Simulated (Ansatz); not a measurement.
`C[O][GeH]([CH3])[SiH3]` → `CO[SiH3]` + `[CH3][GeH]` at 400 K and 1 bar (germylene formation by 1,1-elimination).

Gas-phase electronic energies from Ansatz, PBE0-D4/def2-TZVP geometries. CCSD(T)/CBS adds triple-zeta CCSD(T) − MP2 to the extrapolated MP2 energy (def2 sets, frozen cores). For Ge outer-core shells are correlated without core-valence functions, which leaves a few kJ/mol of doubt a bond. Scalar relativity is left out up to krypton. Each species was taken in one conformer, which may not be the lowest.

```
                 species  CCSD(T)/CBS energy (Eh)  H − E (kJ/mol)  S (J/(mol·K))
`C[O][GeH]([CH3])[SiH3]`              -2522.49862           337.0          463.2
              `CO[SiH3]`               -405.93001           201.0          323.1
            `[CH3][GeH]`              -2116.52215           127.5          291.3
```

H − E and S are ideal-gas, rigid-rotor, harmonic terms from PBE0-D4/def2-TZVP, for one conformer and one mirror image of each species. 1 Eh = 2625.50 kJ/mol, R = 8.31446 J/(mol·K).

Q: By hand: ΔE, ΔH, ΔS and ΔG.

A: ΔE = (-405.93001) + (-2116.52215) − (-2522.49862) = 0.04646 Eh = 122.0 kJ/mol. Δ(H − E) = 201.0 + 127.5 − 337.0 = -8.5, so ΔH = 113.5 kJ/mol. ΔS = 323.1 + 291.3 − 463.2 = 151.2 J/(mol·K). ΔG = 113.5 − 400 × (151.2)/1000 = 53.0 kJ/mol.

Q: By hand: the equilibrium constant, and the temperature at which ΔG would vanish if ΔH and ΔS stayed fixed.

A: log₁₀ K = −ΔG/(RT ln 10) = -6.9. ΔG = 0 at ΔH/ΔS = 751 K.

The number of gas molecules changes by +1, which sets the sign of ΔS. A doubt of 5 kJ/mol in ΔE shifts log₁₀ K by 0.7 here. Other conformers and mirror images would add mixing entropy, several J/(mol·K) or more a flexible species. Modes under 60 cm⁻¹, often nearly free rotors, make the harmonic entropy too high. These are equilibria of isolated gas molecules and say nothing of rates. Largest T1 diagnostic: 0.012 (customary marks: 0.02 for closed shells, 0.045 for open ones).
